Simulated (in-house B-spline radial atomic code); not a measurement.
Ionisation energies along the 58-electron series, configuration [Kr] 4d10 4f12, as differences of self-consistent energies. NIST's values go from ground level to ground level; the uncertainty of those that are theory runs from under 0.1 % in few-electron ions to several per cent in heavy many-electron ones. Computed with a radial B-spline atomic code at the basis-set limit: non-relativistic Hartree-Fock, average of the configuration, point nuclei.

This level leaves out relativity, spin-orbit splitting included, which matters for heavy ions.

```json
{"ion": "Re17+", "configuration after": "[Kr] 4d10 4f11", "ionisation energy (eV)": "432.2", "IE/(q+1)² (eV)": "1.3339", "-ε less Coulomb ΔSCF (eV)": "3.8805", "tabulated value (eV)": "429", "tabulated kind": "tabulated theory", "computed minus tabulated (eV)": "3.2"}
{"ion": "Os18+", "configuration after": "[Kr] 4d10 4f11", "ionisation energy (eV)": "477.3", "IE/(q+1)² (eV)": "1.3221", "-ε less Coulomb ΔSCF (eV)": "3.8868", "tabulated value (eV)": "470", "tabulated kind": "tabulated theory", "computed minus tabulated (eV)": "7.3"}
{"ion": "Ir19+", "configuration after": "[Kr] 4d10 4f11", "ionisation energy (eV)": "?", "IE/(q+1)² (eV)": "?", "-ε less Coulomb ΔSCF (eV)": "?", "tabulated value (eV)": "?", "tabulated kind": "tabulated theory", "computed minus tabulated (eV)": "?"}
{"ion": "Pt20+", "configuration after": "[Kr] 4d10 4f11", "ionisation energy (eV)": "573.0", "IE/(q+1)² (eV)": "1.2994", "-ε less Coulomb ΔSCF (eV)": "3.9018", "tabulated value (eV)": "550", "tabulated kind": "tabulated theory", "computed minus tabulated (eV)": "23.0"}
{"ion": "Au21+", "configuration after": "[Kr] 4d10 4f11", "ionisation energy (eV)": "623.7", "IE/(q+1)² (eV)": "1.2886", "-ε less Coulomb ΔSCF (eV)": "3.9101", "tabulated value (eV)": "600", "tabulated kind": "tabulated theory", "computed minus tabulated (eV)": "23.7"}
{"ion": "Hg22+", "configuration after": "[Kr] 4d10 4f11", "ionisation energy (eV)": "676.1", "IE/(q+1)² (eV)": "1.2781", "-ε less Coulomb ΔSCF (eV)": "3.9185", "tabulated value (eV)": "650", "tabulated kind": "tabulated theory", "computed minus tabulated (eV)": "26.1"}
{"ion": "Tl23+", "configuration after": "[Kr] 4d10 4f11", "ionisation energy (eV)": "?", "IE/(q+1)² (eV)": "?", "-ε less Coulomb ΔSCF (eV)": "?", "tabulated value (eV)": "?", "tabulated kind": "tabulated theory", "computed minus tabulated (eV)": "?"}
{"ion": "Pb24+", "configuration after": "[Kr] 4d10 4f11", "ionisation energy (eV)": "786.5", "IE/(q+1)² (eV)": "1.2584", "-ε less Coulomb ΔSCF (eV)": "3.9357", "tabulated value (eV)": "750", "tabulated kind": "tabulated theory", "computed minus tabulated (eV)": "36.5"}
{"ion": "Bi25+", "configuration after": "[Kr] 4d10 4f11", "ionisation energy (eV)": "844.4", "IE/(q+1)² (eV)": "1.2491", "-ε less Coulomb ΔSCF (eV)": "3.9443", "tabulated value (eV)": "810", "tabulated kind": "tabulated theory", "computed minus tabulated (eV)": "34.4"}
```

**Question.** Fill in the row of Ir19+.

**Answer.** ionisation energy (eV): 524.2; IE/(q+1)² (eV): 1.3105; -ε less Coulomb ΔSCF (eV): 3.894; tabulated value (eV): 510; computed minus tabulated (eV): 14.2.

**Question.** Fill in the row of Tl23+.

**Answer.** ionisation energy (eV): 730.4; IE/(q+1)² (eV): 1.2681; -ε less Coulomb ΔSCF (eV): 3.9271; tabulated value (eV): 700; computed minus tabulated (eV): 30.4.
